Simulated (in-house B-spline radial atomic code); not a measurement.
Results of a calculation; reference values are marked as such.
**Weak and strong correlation along the adiabatic connection**

Two-electron singlets in several external potentials (atomic units), by full CI in B-splines with partial waves to l = 8 (correlation energies up to 0.6 % small). The repulsion is scaled by λ at fixed density; W(λ) is the mean repulsion less the Hartree energy, W(0) = E_x, and the area under W from 0 to 1 is E_xc.

One system gave this curve:

| λ | W (hartree) |
| --- | --- |
| 0 | -0.26533 |
| 0.02 | -0.26737 |
| 0.05 | -0.27028 |
| 0.12 | -0.2765 |
| 0.25 | -0.28623 |
| 0.4 | -0.29517 |
| 0.6 | -0.30434 |
| 0.8 | -0.31135 |
| 1 | -0.31686 |
| 1.4 | -0.32498 |
| 2 | -0.33299 |
| 3 | -0.3411 |
| 4.5 | -0.34808 |
| 7 | -0.35451 |
| 10 | -0.3589 |

Question: Which system is it?
A. ω²r²/2, ω = 0.15
B. ω²r²/2 − Z/r, ω = 2.33, Z = 0.3
C. −Z/r, Z = 5.82, wall at 2.52 bohr
D. −Z/r, Z = 0.504, wall at 1.99 bohr

Answer: A. The exchange energy sets the size: ω²r²/2, ω = 0.15: E_x = -0.265, E_c = -0.0319; −Z/r, Z = 5.82, wall at 2.52 bohr: E_x = -3.41, E_c = -0.0448; ω²r²/2 − Z/r, ω = 2.33, Z = 0.3: E_x = -1.21, E_c = -0.0434; −Z/r, Z = 0.504, wall at 1.99 bohr: E_x = -0.921, E_c = -0.0446 hartree.
